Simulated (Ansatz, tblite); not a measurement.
Removing and adding an electron: the cluster SiB8 (the lowest singlet isomer of a short search). Total charge 0; singlet. Geometry: B3LYP-D4/def2-SVP. Ansatz, gas phase; energy differences of separate SCF runs; the oxidised species was run as a doublet alone; the reduced species was run as a doublet alone.

```xyz
9

Si   -2.523   -0.468   -1.796
B    -0.697   -0.326   -0.720
B     1.503    1.426    2.385
B     0.513   -1.369   -1.316
B     0.952   -0.481   -0.080
B     0.096    1.516    1.792
B    -0.367    0.652    0.567
B    -0.861   -1.394   -2.028
B     1.383    0.445    1.196
```

The xTB rows come from tblite. Another isomer (singlet) lies 0.28 eV lower at PBE0-D4/def2-TZVP; other spin states weren't run for this one.

**Question.** Estimate orbital energies and vertical ionisation energies and electron affinities at: GFN1-xTB; GFN2-xTB; PBE-D4/def2-TZVP; PBE-D4/def2-TZVPD; PBE0-D4/def2-TZVP; ωB97X-V/def2-TZVP.

**Answer.** 
```csv
level,−HOMO (eV),vertical IE (eV),−LUMO (eV),vertical EA (eV),HOMO–LUMO gap (eV),IE − EA (eV),remarks
GFN1-xTB,8.75,11.10,8.27,–,0.47,–,–
GFN2-xTB,5.86,8.88,5.28,2.43,0.58,6.45,–
PBE-D4/def2-TZVP,5.84,8.01,4.93,–,0.92,–,restricted SCF unstable in HF (singlet)
PBE-D4/def2-TZVPD,5.85,–,4.93,2.84,0.92,–,restricted SCF unstable in HF (singlet)
PBE0-D4/def2-TZVP,6.62,8.04,4.21,–,2.41,–,"restricted SCF unstable in HF (singlet), spin-contaminated (⟨S²⟩ 0.83) (+1 doublet)"
ωB97X-V/def2-TZVP,8.45,8.08,2.30,–,6.14,–,"restricted SCF unstable in HF (singlet), spin-contaminated (⟨S²⟩ 0.85) (+1 doublet)"
```

Run but left out: PBE0-D4/def2-TZVPD, ωB97X-V/def2-TZVPD (charge -1 doublet: ⟨S²⟩ 1.13, where a pure state has 0.75).   Raw xTB energy differences between charge states are shifted by several eV; the methods need an empirical correction for them.
